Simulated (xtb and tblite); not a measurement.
Relaxed torsion scan: SMILES O(C(=O)c1ccc(C)s1)C, singlet. Scanned: dihedral C1–O2–C3–O4 and dihedral O2–C3–C5–S10; all other coordinates were relaxed at GFN2-xTB. Points at φ and −φ are mirror images.

Atom numbering (GFN2-xTB optimised geometry, Å):
```
18

C     -3.7022     0.7101     0.1799
O     -2.2856     0.6609     0.1893
C     -1.7356    -0.5012    -0.2096
O     -2.3791    -1.4616    -0.5599
C     -0.2822    -0.4488    -0.1634
C      0.5921    -1.4488    -0.4991
C      1.9348    -1.0706    -0.3396
C      2.0843     0.2091     0.1146
C      3.3494     0.9371     0.3935
S      0.5526     0.9775     0.3558
H     -3.9736     1.7005     0.5360
H     -4.1130    -0.0609     0.8355
H     -4.0810     0.5477    -0.8316
H      0.2608    -2.4110    -0.8447
H      2.7654    -1.7198    -0.5522
H      3.3760     1.2773     1.4278
H      3.4346     1.8151    -0.2458
H      4.2023     0.2874     0.2136
```

Calculation: xtb and tblite with GFN2-xTB.

Energy in kJ/mol above the lowest grid point; x is the dihedral C1–O2–C3–O4 (°), y the dihedral O2–C3–C5–S10 (°).

```
y \ x  -150  -120   -90   -60   -30     0    30    60    90   120   150   180
-----  ----  ----  ----  ----  ----  ----  ----  ----  ----  ----  ----  ----
180    46.2  54.8  54.8  38.8  14.3   3.1  14.3  38.8  54.8  54.8  46.2  41.8
150    51.3  65.4  62.3  42.4  17.7   8.3  21.7  47.6  61.3  55.5  44.5  41.5
120    54.2  73.2  77.2  55.6  29.4  19.6  33.7  61.8  76.6  66.5  50.3  44.1
90     55.5  75.3  85.4  66.4  37.9  25.5  37.3  65.3  84.2  75.2  54.4  45.7
60     48.1  65.8  76.7  61.2  32.3  17.7  26.8  52.8  73.2  69.8  51.6  41.0
30     41.8  54.8  60.5  45.9  19.1   5.3  14.3  39.2  59.5  60.4  45.5  37.2
0      41.9  54.6  53.2  36.0  11.1   0.0  11.1  36.0  53.2  54.6  41.9  36.1
-30    45.5  60.4  59.5  39.2  14.3   5.3  19.1  45.9  60.5  54.8  41.8  37.2
-60    51.6  69.8  73.2  52.8  26.8  17.7  32.3  61.2  76.7  65.8  48.1  41.0
-90    54.4  75.2  84.2  65.3  37.3  25.5  37.9  66.4  85.4  75.3  55.5  45.7
-120   50.3  66.5  76.6  61.8  33.7  19.6  29.4  55.6  77.2  73.2  54.2  44.1
-150   44.5  55.5  61.3  47.6  21.7   8.3  17.7  42.4  62.3  65.4  51.3  41.5
```

Points that lie below all their neighbours on the grid: x = 0, y = 0 (0.0 kJ/mol); x = 0, y = 180 (3.1 kJ/mol); x = 180, y = 0 (36.1 kJ/mol); x = 180, y = -150 (41.5 kJ/mol); x = 180, y = 150 (41.5 kJ/mol). The lowest path on the grid from the first to the second passes x = 0, y = -90 at 25.5 kJ/mol.
